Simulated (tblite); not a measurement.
C₇H₁₃ (doublet state).
Structure used (GFN2-xTB), in Å, numbered top down from 1:
```
atom  x, y, z in Å
C1    -1.2551    2.2445   -0.1400
C2    -1.7592    0.9779   -0.2416
C3    -1.1286   -0.2024    0.1223
C4    -1.8038   -1.5178   -0.0664
C5     0.2612   -0.2386    0.6704
C6     1.3129   -0.2138   -0.4522
C7     2.7291   -0.2293    0.1070
H8    -1.8333    3.0941   -0.4542
H9    -0.2761    2.4452    0.2553
H10   -2.7597    0.8793   -0.6486
H11   -1.9704   -2.0043    0.8977
H12   -1.1766   -2.1885   -0.6567
H13   -2.7634   -1.4078   -0.5652
H14    0.4014   -1.1487    1.2587
H15    0.4332    0.6175    1.3260
H16    1.1664   -1.0801   -1.1009
H17    1.1631    0.6819   -1.0573
H18    2.8994    0.6391    0.7398
H19    2.8963   -1.1243    0.7030
H20    3.4581   -0.2134   -0.7001
```

Structure optimised with GFN2-xTB, isolated species. This method treats the open shell by occupation alone, without spin polarisation.

Take the most abundant isotopes and a rigid rotor. The values belong to one conformer with, in the numbering `[CH2:1]/[CH:2]=[C:3](/[CH3:4])[CH2:5][CH2:6][CH3:7]`, H–C1–C2–C3 180° and 0°, C2–C3–C5–C6 -83°, C3–C5–C6–C7 179°.

(1) What are A, B and C (GHz)?

(2) What kind of rotor is it?

(3) Is it planar, by Δ = Ic − Ia − Ib?

(4) Give the other two planar moments, Paa and Pbb, and the rms extents of the mass along the axes.

(5) Estimate the classical rotational partition function at 100 K, 298.15 K and 500 K.

Results:

(1) Ia = 145.65, Ib = 298.56, Ic = 408.34 u·Å²; 505379 MHz·u·Å²/I gives 3470, 1693 and 1238 MHz, that is A = 3.4698, B = 1.6927, C = 1.2376 GHz.

(2) An asymmetric top. Ray's parameter κ = (2B − A − C)/(A − C) = -0.592; −1 is the prolate and +1 the oblate limit.

(3) Not planar: Δ = Ic − Ia − Ib = -35.87 u·Å². For a rigid frame Δ = −2 Σ m c², so Σ m c² = 17.94 u·Å² lies off the ab plane: 9.31 from hydrogen and 8.62 from heavier atoms. The atom farthest from that plane is 1.34 Å away.

(4) Paa = Σ m a² = (Ib + Ic − Ia)/2 = 280.63 and Pbb = Σ m b² = (Ia + Ic − Ib)/2 = 127.71 u·Å². With the mass M = 97.10 u, the rms extents √(P/M) along a, b and c are 1.70, 1.15, 0.43 Å.

(5) Point group C1, symmetry number σ = 1; q = (√π/σ)·√((kT/h)³/(ABC)), k/h = 20836.6 MHz/K: 62500 at 100 K, 322000 at 298.15 K, 699000 at 500 K.

For this open shell read J as N, the rotation without spin; fine and hyperfine splittings come on top. Its GFN2-xTB frequencies are all real (lowest 64 cm⁻¹). These are rigid-rotor constants of the computed structure; measured ground-state constants (B0) also hold zero-point vibration.

Hardware: one thread of an Arm Neoverse V2, on a shared host. Cost: 0.86 s wall. That covers the optimisation of the geometry.
